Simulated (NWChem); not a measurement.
System: BiH3Te; SMILES [BiH2][TeH]

Results from NWChem. def2 effective core potentials on Te, Bi; no spin-orbit coupling. Each level has its own optimisation; frequencies are unscaled.

For level PBE0/def2-SVP:

highest harmonic frequency (cm⁻¹): 2152
lowest (cm⁻¹): 54

How do the values read with level LDA (Slater exchange, VWN5)/def2-SVP instead?

The highest harmonic frequency (cm⁻¹) is 2078 and the lowest (cm⁻¹) is 41.
